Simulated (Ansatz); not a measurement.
Computed with frozen-core CCSD(T)/def2-TZVPP // BP86-D3(BJ)/def2-SVP (Ansatz, an electronic-structure program).

Ansatz 0.2 input:
```yaml
crystal:
  periodic: [false, false, false]
  atoms:
    - { symbol: W, position_ang: [0.285462, 0.152712, 0.019212] }
    - { symbol: F, position_ang: [1.185225, -1.529094, 0.338567] }
    - { symbol: F, position_ang: [-0.846398, -0.074757, 1.578185] }
    - { symbol: N, position_ang: [1.182811, 0.810439, -1.620737] }
    - { symbol: H, position_ang: [0.819697, 0.672417, -2.570769] }
    - { symbol: H, position_ang: [1.970887, 1.468045, -1.622596] }
    - { symbol: N, position_ang: [-0.80206, 1.798703, -0.027965] }
    - { symbol: H, position_ang: [-0.758756, 2.561574, -0.712089] }
    - { symbol: H, position_ang: [-1.514272, 1.977265, 0.692776] }
    - { symbol: N, position_ang: [-0.830476, -1.022766, -1.143687] }
    - { symbol: H, position_ang: [-1.734414, -0.770226, -1.559163] }
    - { symbol: H, position_ang: [-0.598255, -2.004233, -1.330961] }
    - { symbol: N, position_ang: [1.846747, 0.823529, 1.064225] }
    - { symbol: H, position_ang: [1.93945, 1.76274, 1.467577] }
    - { symbol: H, position_ang: [2.63386, 0.224263, 1.335557] }
basis:
  gaussian: { orbitals: def2-TZVPP }
correlation:
  method: ccsd_t
```

Output:

```
Functional definition: HF
2186 factors; integrals over basis functions are off by at most 1.0e-3 eV
mean field evaluation 1: about -13267.6214 eV, gradient 8.3e1 eV
mean field evaluation 2: about -13267.9084 eV, gradient 8.4e1 eV
mean field evaluation 4: about -13280.0021 eV, gradient 1.3e1 eV
mean field evaluation 8: about -13280.4174 eV, gradient 8.0e-1 eV
mean field evaluation 16: about -13280.4196 eV, gradient 2.6e-6 eV
mean field evaluation 32: about -13275.0514 eV, gradient 3.4e1 eV
mean field -13280.41963948 eV, -488.0464199590 hartree, gradient 2.6e-6 eV, S^2 0.000000; 2 other end points of the search recorded, 0 dependent functions left out
6 core orbitals not correlated
reference -13280.41963948 eV, -488.0464199590 hartree; 28, 28 occupied and 320, 320 virtual orbitals, 2186 factors
second order -52.02288143 eV of doubles, -0.00000000 eV of singles
cycle   1  -49.30615327 eV  change     2.7e0 eV  update   2.8e-1
cycle   2  -50.97352673 eV  change    -1.7e0 eV  update   1.6e-1
cycle   3  -51.43637011 eV  change   -4.6e-1 eV  update   5.5e-2
cycle   4  -51.44003964 eV  change   -3.7e-3 eV  update   2.5e-2
cycle   5  -51.41492521 eV  change    2.5e-2 eV  update   9.7e-3
cycle   6  -51.41959440 eV  change   -4.7e-3 eV  update   4.2e-3
cycle   7  -51.42128190 eV  change   -1.7e-3 eV  update   2.1e-3
cycle   8  -51.42024874 eV  change    1.0e-3 eV  update   8.2e-4
cycle   9  -51.42016148 eV  change    8.7e-5 eV  update   4.6e-4
cycle  10  -51.42094556 eV  change   -7.8e-4 eV  update   1.9e-4
cycle  11  -51.42057941 eV  change    3.7e-4 eV  update   9.2e-5
cycle  12  -51.42042643 eV  change    1.5e-4 eV  update   4.1e-5
cycle  13  -51.42052499 eV  change   -9.9e-5 eV  update   1.6e-5
cycle  14  -51.42049325 eV  change    3.2e-5 eV  update   1.1e-5
perturbative correction -2.50410207 eV, -0.0920240537 hartree
Total energy: -13334.34423479 eV, -490.0281122855 hartree
```

Cost: roughly 4 core-hours.
